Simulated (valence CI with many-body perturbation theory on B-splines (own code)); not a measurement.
Ga16+: calculated level list

Method: relativistic CI+MBPT: five valence electrons over a frozen Dirac-Fock core [Ne], radial functions for each j: 9 s, 9 p, 8 d, 6 f, 3 g, 1 h, with the one-electron correlation potential Σ1 (screened to all orders), the two-electron term Σ2, the three-electron term Σ3, Breit, model QED; selected single and double excitations, second order for the rest (own B-spline code, finite nucleus).

No measured levels were compared; by estimate levels of excited configurations hold to 0.05 to 0.15 % of their energy, terms of the ground configuration to about 0.5 %. Among the levels kept, up to 460 cm⁻¹ of a level comes from second order outside the variational space, and about a tenth of that is noise between levels of different J, which matters for small intervals.

Levels 1 to 45 of 47, with energies above the lowest level, 3s²3p³ ⁴S°_3/2. "Leading %" is the weight of the configuration and term that name the level; weights of strongly mixed levels are sums over their largest components and can fall short. In the jj column 3d3/2^4 stands for four electrons in 3d with j = 3/2. Lifetimes count E1, E2, E3, M1 and M2 decay at the calculated energies, and are blank where another channel may lead or the interval is too uncertain; long ones can be off by a factor of two.

| No. | Configuration | Term | J | E (cm⁻¹) | Leading % | Lifetime | Leading jj | g |
| --- | --- | --- | --- | --- | --- | --- | --- | --- |
| 1 | 3s²3p³ | ⁴S° | 3/2 | 0 | 86 |  | 3s^2 3p1/2^2 3p3/2 (53 %) | 1.912 |
| 2 | 3s²3p³ | ²D° | 3/2 | 53242 | 75 | 1.18 ms | 3s^2 3p1/2 3p3/2^2 (60 %) | 0.970 |
| 3 | 3s²3p³ | ²D° | 5/2 | 67963 | 97 | 10.1 ms | 3s^2 3p1/2 3p3/2^2 (97 %) | 1.199 |
| 4 | 3s²3p³ | ²P° | 1/2 | 104970 | 96 | 425 μs | 3s^2 3p1/2 3p3/2^2 (96 %) | 0.664 |
| 5 | 3s²3p³ | ²P° | 3/2 | 129110 | 72 | 176 μs | 3s^2 3p3/2^3 (87 %) | 1.249 |
| 6 | 3s3p⁴ | ⁴P | 5/2 | 383450 | 86 | 347 ps | 3s 3p1/2^2 3p3/2^2 (74 %) | 1.584 |
| 7 | 3s3p⁴ | ⁴P | 3/2 | 408310 | 86 | 293 ps | 3s 3p1/2 3p3/2^3 (69 %) | 1.713 |
| 8 | 3s3p⁴ | ⁴P | 1/2 | 416830 | 84 | 265 ps | 3s 3p1/2^2 3p3/2^2 (35 %) | 2.637 |
| 9 | 3s3p⁴ | ²D | 3/2 | 475920 | 70 | 144 ps | 3s 3p1/2 3p3/2^3 (42 %) | 0.850 |
| 10 | 3s3p⁴ | ²D | 5/2 | 484180 | 74 | 177 ps | 3s 3p1/2 3p3/2^3 (66 %) | 1.214 |
| 11 | 3s²3p²3d | ²P | 3/2 | 540570 | 49 | 73.0 ps | 3s 3p1/2 3p3/2^3 (36 %) | 1.292 |
| 12 | 3s3p⁴ | ²S | 1/2 | 546520 | 35 | 55.0 ps | 3s 3p1/2^2 3p3/2^2 (36 %) | 1.261 |
| 13 | 3s²3p²3d | ⁴F | 3/2 | 572720 | 86 | 672 ps | 3s^2 3p1/2^2 3d3/2 (52 %) | 0.473 |
| 14 | 3s²3p²3d | ⁴F | 5/2 | 582940 | 81 | 1.22 ns | 3s^2 3p1/2 3p3/2 3d3/2 (48 %) | 1.079 |
| 15 | 3s3p⁴ | ²S | 1/2 | 584460 | 42 | 87.0 ps | 3s 3p3/2^4 (42 %) | 1.346 |
| 16 | 3s²3p²3d | ⁴F | 7/2 | 598830 | 88 | 11.1 ns | 3s^2 3p1/2 3p3/2 3d5/2 (69 %) | 1.247 |
| 17 | 3s²3p²3d | ²F | 5/2 | 600120 | 75 | 2.04 ns | 3s^2 3p1/2 3p3/2 3d3/2 (72 %) | 0.954 |
| 18 | 3s²3p²3d | ²F | 7/2 | 611470 | 52 | 10.2 ns | 3s^2 3p1/2 3p3/2 3d5/2 (54 %) | 1.256 |
| 19 | 3s²3p²3d | ⁴D | 1/2 | 613030 | 88 | 224 ps | 3s^2 3p1/2 3p3/2 3d3/2 (65 %) | 0.093 |
| 20 | 3s²3p²3d | ⁴D | 3/2 | 614090 | 86 | 264 ps | 3s^2 3p1/2 3p3/2 3d3/2 (47 %) | 1.148 |
| 21 | 3s²3p²3d | ⁴F | 9/2 | 615260 | 90 |  | 3s^2 3p1/2 3p3/2 3d5/2 (61 %) | 1.314 |
| 22 | 3s²3p²3d | ⁴D | 5/2 | 625540 | 63 | 374 ps | 3s^2 3p1/2 3p3/2 3d5/2 (54 %) | 1.227 |
| 23 | 3s²3p²3d | ⁴D | 7/2 | 650030 | 48 | 11.3 ns | 3s^2 3p3/2^2 3d5/2 (81 %) | 1.277 |
| 24 | 3s²3p²3d | ²G | 7/2 | 678990 | 87 | 677 ps | 3s^2 3p1/2 3p3/2 3d3/2 (36 %) | 0.917 |
| 25 | 3s²3p²3d | ²P | 3/2 | 681350 | 42 | 9.90 ps | 3s^2 3p1/2 3p3/2 3d5/2 (36 %) | 1.275 |
| 26 | 3s²3p²3d | ²G | 9/2 | 689360 | 89 |  | 3s^2 3p3/2^2 3d5/2 (60 %) | 1.128 |
| 27 | 3s²3p²3d | ⁴P | 5/2 | 693680 | 78 | 8.52 ps | 3s^2 3p1/2 3p3/2 3d5/2 (46 %) | 1.557 |
| 28 | 3s²3p²3d | ⁴P | 3/2 | 702010 | 68 | 8.85 ps | 3s^2 3p1/2 3p3/2 3d3/2 (39 %) | 1.573 |
| 29 | 3s²3p²3d | ⁴P | 1/2 | 705270 | 55 | 8.64 ps | 3s^2 3p1/2 3p3/2 3d3/2 (58 %) | 2.043 |
| 30 | 3s²3p²3d | ²P | 1/2 | 716890 | 36 | 8.62 ps | 3s^2 3p3/2^2 3d3/2 (46 %) | 1.243 |
| 31 | 3s²3p²3d | ²D | 3/2 | 717400 | 70 | 30.1 ps | 3s^2 3p1/2 3p3/2 3d5/2 (38 %) | 0.970 |
| 32 | 3s²3p²3d | ²D | 5/2 | 739960 | 79 | 12.1 ps | 3s^2 3p3/2^2 3d5/2 (31 %) | 1.215 |
| 33 | 3s²3p²3d | ²D | 3/2 | 755820 | 72 | 8.90 ps | 3s^2 3p3/2^2 3d3/2 (39 %) | 0.854 |
| 34 | 3s²3p²3d | ²D | 5/2 | 761710 | 85 | 28.5 ps | 3s^2 3p3/2^2 3d5/2 (60 %) | 1.182 |
| 35 | 3s²3p²3d | ²P | 1/2 | 770410 | 78 | 10.7 ps | 3s^2 3p1/2 3p3/2 3d5/2 (72 %) | 0.851 |
| 36 | 3s²3p²3d | ²F | 5/2 | 775570 | 66 | 7.08 ps | 3s^2 3p1/2 3p3/2 3d3/2 (41 %) | 0.973 |
| 37 | 3s²3p²3d | ²F | 7/2 | 790570 | 95 | 7.01 ps | 3s^2 3p1/2 3p3/2 3d5/2 (50 %) | 1.139 |
| 38 | 3s²3p²3d | ²P | 3/2 | 792980 | 80 | 10.1 ps | 3s^2 3p3/2^2 3d5/2 (55 %) | 1.293 |
| 39 | 3s²3p²3d | ²S | 1/2 | 796550 | 63 | 9.70 ps | 3s^2 3p3/2^2 3d5/2 (28 %) | 1.854 |
| 40 | 3s²3p²3d | ²D | 3/2 | 828720 | 93 | 8.17 ps | 3s^2 3p3/2^2 3d3/2 (50 %) | 0.813 |
| 41 | 3s²3p²3d | ²D | 5/2 | 828970 | 69 | 7.79 ps | 3s^2 3p3/2^2 3d5/2 (65 %) | 1.118 |
| 42 | 3s3p³3d | ⁶D° | 1/2 | 871810 | 97 | 4.88 ns | 3s 3p1/2 3p3/2^2 3d3/2 (50 %) | 3.312 |
| 43 | 3s3p³3d | ⁶D° | 3/2 | 872540 | 96 | 4.26 ns | 3s 3p1/2 3p3/2^2 3d3/2 (44 %) | 1.853 |
| 44 | 3s3p³3d | ⁶D° | 5/2 | 873640 | 96 | 5.80 ns | 3s 3p1/2 3p3/2^2 3d3/2 (35 %) | 1.645 |
| 45 | 3s3p³3d | ⁶D° | 7/2 | 875220 | 95 | 10.8 ns | 3s 3p1/2 3p3/2^2 3d5/2 (26 %) | 1.576 |

Names give the largest LS component (configuration and term), which can be under half, so a name can repeat, a term be missing and a line seem to break the LS rules; names also repeat where a configuration has a term twice.

The ionisation energy to 3s²3p² ³P0 of the next ion comes out as 594.01 eV (NIST: 599.8 ± 1.4 eV (semi-empirical), further off than twice its uncertainty). All 47 levels together are meant to be complete up to 913580 cm⁻¹.
